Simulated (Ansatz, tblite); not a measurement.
Isomers of ZrO$_{2}$ (singlet), found by a short tight-binding search and relaxed with PBE0-D4/def2-TZVP in Ansatz.

In the def2 sets Zr takes a core potential; there is no spin–orbit coupling. The xTB rows come from tblite.

Run but left out: HF/def2-TZVPP, MP2/def2-TZVPP, CCSD/def2-TZVPP, CCSD(T)/def2-TZVPP (A: restricted singlet, unstable towards broken spin symmetry).

A: The restricted singlet is unstable towards broken spin symmetry in Hartree–Fock (as tested in another run); at PBE-D4/def2-TZVP, revPBE-D4/def2-TZVP, BLYP-D4/def2-TZVP, r2SCAN-D4/def2-TZVP and others this wasn't settled. It holds 1 O–O bond.

Other spin states were run for one of them alone.

A:

Cartesian coordinates in Å:
```
Zr 1.0041 -0.5821 0.0840
O -0.6556 0.1258 0.6483
O -0.3485 0.4563 -0.7324
```

B:

```
atom    x (Å)    y (Å)    z (Å)
 Zr1  -0.1326  -0.5885  -0.3366
  O2   1.4640   0.0664   0.0163
  O3  -1.3314   0.5222   0.3203
```

Problem. Estimate which lies lowest at each level, and how far above it the others are (eV).

Solution. 
| level | A | B |
| --- | --- | --- |
| GFN1-xTB | 5.26 | 0.00 |
| GFN2-xTB | 2.80 | 0.00 |
| PBE-D4/def2-TZVP | 4.29 | 0.00 |
| revPBE-D4/def2-TZVP | 4.36 | 0.00 |
| BLYP-D4/def2-TZVP | 4.25 | 0.00 |
| r2SCAN-D4/def2-TZVP | 4.48 | 0.00 |
| PBE0-D4/def2-TZVP | 4.28 | 0.00 |
Point groups (tolerance 0.1 Å): A C2v, B C2v. Lower isomers may exist.
